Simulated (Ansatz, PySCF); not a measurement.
Reaction R1 + R2 → P1 + P2, each structure at its B3LYP-D3(BJ)/def2-TZVP stationary point, reached from a drawn start (curvature not checked).
R1: Cl atom, charge 0, multiplicity 2.
P1: H atom, charge 0, multiplicity 2.
R2, H2 (SMILES [H][H]) (charge 0, multiplicity 1, Z-matrix in Å and degrees):
```
H
H 1 0.7440
```
P2, HCl (SMILES Cl) (charge 0, multiplicity 1):
```xyz
2

Cl     0.000     0.000     0.641
H      0.000     0.000    -0.641
```

P less R. No zero-point or thermal terms; singlets are restricted closed shells; open shells are unrestricted; no spin–orbit coupling.

Cores are frozen in the correlated methods.

The values were computed with Ansatz (Gaussian basis) for Hartree–Fock, density functionals and correlated methods; PySCF for M06-2X. Each number belongs to the level named beside it.

```tsv
level	reaction energy (kJ/mol)
HF/aug-cc-pV(T+d)Z	28.2
HF/aug-cc-pV(Q+d)Z	28.5
BLYP/def2-TZVPPD	19.7
B97M-V/def2-TZVPPD	-0.8
B3LYP/def2-TZVPPD	20.7
PBE0/def2-TZVPPD	-3.2
M06-2X/def2-TZVPPD	?
wB97X-V/def2-TZVPPD	?
MP2/aug-cc-pV(T+d)Z	?
```

### Question
Some entries are withheld; supply them.

### Answer

- M06-2X/def2-TZVPPD, reaction energy (kJ/mol): 9.6
- wB97X-V/def2-TZVPPD, reaction energy (kJ/mol): 5.7
- MP2/aug-cc-pV(T+d)Z, reaction energy (kJ/mol): -9.1

Ansatz is a first-principles code.
